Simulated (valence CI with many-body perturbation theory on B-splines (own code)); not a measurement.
# Hg L: magnetic and hyperfine properties of the levels

Calculated by valence CI with perturbative core correlation (CI+MBPT): three valence electrons over a frozen Dirac-Fock core [Ar] 3d10, a basis of 11 s, 11 p, 9 d, 7 f, 5 g, 2 h, 1 i functions for each j, with the one-electron correlation potential Σ1 (screened to all orders), the two-electron term Σ2, the three-electron term Σ3, Breit, model QED; selected single and double excitations, second order for the rest (own B-spline code, finite nucleus).

The last digits are not significant, and no measured levels were compared; by estimate large intervals hold to a few tenths of a per cent, small ones and those within an open d or f shell to about a per cent.

A/g_I is the dipole constant over the nuclear g factor μ/I (μ in nuclear magnetons, uniformly magnetised nucleus), B/Q the quadrupole constant per barn. Both hold the static response of the core; the bare values leave it out. Large factors of s and p1/2 electrons are usually good to 5 to 10 %; those of open d and f shells near neutrality can be off by tens of per cent, and small factors of p3/2, d and f electrons come from cancelling terms and can be off by a factor of two or in sign, in half-filled shells by more. B is blank for J = 1/2, where it vanishes, and for nearly pure S terms. Energies count from the lowest level.

Levels are named by their leading jj configuration (3d3/2^4 stands for four electrons in 3d with j = 3/2), which in mixed levels can hold well under half, so a name can repeat and another be missing. Letters in brackets count levels of one name in rising energy.

```
                     Level  E (eV)      g  A/g_I (MHz)  A/g_I bare  B/Q (MHz/b)  B/Q bare
        (4s^2 4p1/2) J=1/2    0.00  0.657       804000      781000                       
        (4s 4p1/2^2) J=1/2  112.61  2.144      2390000     2320000                       
        (4s^2 4p3/2) J=3/2  148.94  1.328        82400       79400       168000    163000
(4s 4p1/2 4p3/2) J=3/2 [a]  246.31  1.648       550000      533000       136000    132000
    (4s 4p1/2 4p3/2) J=5/2  255.87  1.349       689000      668000       128000    124000
(4s 4p1/2 4p3/2) J=3/2 [b]  269.14  0.989        24100       23400       100000     97500
    (4s 4p1/2 4p3/2) J=1/2  271.53  1.255      -889000     -862000                       
        (4s^2 4d3/2) J=3/2  331.76  0.810        30600       31000        25400     25300
        (4s^2 4d5/2) J=5/2  360.55  1.216        47200       46700        22000     21900
     (4p1/2^2 4p3/2) J=3/2  381.54  1.321        78300       76400       157000    153000
        (4s 4p3/2^2) J=5/2  402.80  1.418       532000      516000        52400     51000
        (4s 4p3/2^2) J=1/2  420.31  1.918      2430000     2360000                       
(4s 4p1/2 4d3/2) J=3/2 [a]  420.41  0.503      -216000     -209000        33300     32800
        (4s 4p3/2^2) J=3/2  424.11  1.197      -381000     -370000       -31200    -30400
    (4s 4p1/2 4d3/2) J=5/2  428.86  1.033       645000      626000        10000     10300
    (4s 4p1/2 4d3/2) J=1/2  443.41  0.402      -998000     -966000                       
(4s 4p1/2 4d3/2) J=3/2 [b]  445.17  1.286       634000      616000        21400     20900
(4s 4p1/2 4d5/2) J=5/2 [a]  460.90  1.360       231000      226000        29700     29300
    (4s 4p1/2 4d5/2) J=7/2  467.26  1.244       465000      452000         4920      5320
(4s 4p1/2 4d5/2) J=5/2 [b]  473.83  1.045         9880       10700        34900     34300
    (4s 4p1/2 4d5/2) J=3/2  475.46  1.121      -527000     -510000         5990      6180
     (4p1/2 4p3/2^2) J=3/2  528.04  1.411       -70200      -67300        21100     20500
     (4p1/2 4p3/2^2) J=5/2  528.86  1.168       225000      218000        20100     19600
     (4p1/2 4p3/2^2) J=1/2  536.67  0.659       793000      768000                       
        (4s^2 4f5/2) J=5/2  549.24  0.856       -10400       -9130        19000     17800
     (4p1/2^2 4d3/2) J=3/2  551.73  0.775        41100       40100        29500     29200
        (4s^2 4f7/2) J=7/2  558.93  1.143        23300       23400        20800     19000
(4s 4p3/2 4d3/2) J=3/2 [a]  578.79  1.312       328000      318000        -6220     -6370
(4s 4p3/2 4d3/2) J=1/2 [a]  578.88  2.288      1220000     1180000                       
(4s 4p3/2 4d3/2) J=5/2 [a]  578.97  1.253       380000      369000        47700     46200
    (4s 4p3/2 4d3/2) J=7/2  583.73  1.260       375000      365000       146000    142000
     (4p1/2^2 4d5/2) J=5/2  589.90  1.192         4920        6660        24500     24300
(4s 4p3/2 4d3/2) J=3/2 [b]  595.33  0.980        56100       55100       -92200    -89400
    (4s 4p3/2 4d5/2) J=9/2  598.24  1.328       307000      298000       203000    198000
(4s 4p3/2 4d3/2) J=1/2 [b]  604.00  0.584       371000      361000                       
(4s 4p3/2 4d3/2) J=5/2 [b]  605.99  0.949      -127000     -122000       110000    107000
(4s 4p3/2 4d5/2) J=5/2 [a]  611.10  1.351       475000      462000       -91900    -89200
(4s 4p3/2 4d5/2) J=3/2 [a]  617.27  1.159      -204000     -197000       -92100    -89500
(4s 4p3/2 4d5/2) J=7/2 [a]  618.17  1.203        82900       81000       154000    150000
(4s 4p3/2 4d5/2) J=7/2 [b]  628.06  1.217        85100       83400        81400     79600
```

Question: Take the isotope of mass number 201, with I = 3/2, μ = -0.558 μN and Q = 0.387 b. What is the hyperfine structure of (4s^2 4p1/2) J=1/2?

Answer: From the table A = -299000 MHz. Shifts from the centre of gravity in MHz: F = 1: 374000, F = 2: -224000.
